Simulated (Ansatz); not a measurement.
Consider the ligand exchange at the Si–N bond: `C=C=C(F)N[SiH3]` + `F[SiH](F)S` → `F[SiH](F)S[SiH3]` + `C=C=C(N)F`.

Computed with Ansatz on PBE0-D4/def2-TZVP structures; ΔE is electronic, products minus reactants. CBS: MP2 limit from def2 TZ/QZ plus the TZ coupled-cluster correction, frozen cores. DFT in def2-TZVPP. B3LYP here is the variant with VWN-RPA as its local correlation; programs differ in this. Each species was taken in one conformer, which may not be the lowest.

```
             level  ΔE (kcal/mol)  difference from CCSD(T)/CBS
            PBE-D4           -4.9                         -2.0
         r2SCAN-D4           -4.2                         -1.3
           PBE0-D4           -4.7                         -1.8
          B3LYP-D4           -2.7                          0.2
           ωB97X-V           -3.1                         -0.2
           ωB97M-V           -3.0                         -0.1
            B2PLYP           -2.4                          0.5
               PBE           -4.9                         -2.0
            r2SCAN           -4.2                         -1.3
              PBE0           -4.7                         -1.8
             B3LYP           -2.6                          0.3
     HF/def2-TZVPP           -1.9                          1.0
    MP2/def2-TZVPP           -2.4                          0.5
SCS-MP2/def2-TZVPP           -1.8                          1.1
   CCSD/def2-TZVPP           -1.9                          1.0
CCSD(T)/def2-TZVPP           -2.1                          0.8
     HF/def2-QZVPP           -1.7                          1.2
    MP2/def2-QZVPP           -2.7                          0.2
SCS-MP2/def2-QZVPP           -2.2                          0.7
      HF/CBS(def2)           -1.6                          1.3
     MP2/CBS(def2)           -3.1                         -0.2
    CCSD/CBS(def2)           -2.6                          0.3
       CCSD(T)/CBS           -2.9                            0
```

Largest T1 diagnostic among the species: 0.013.
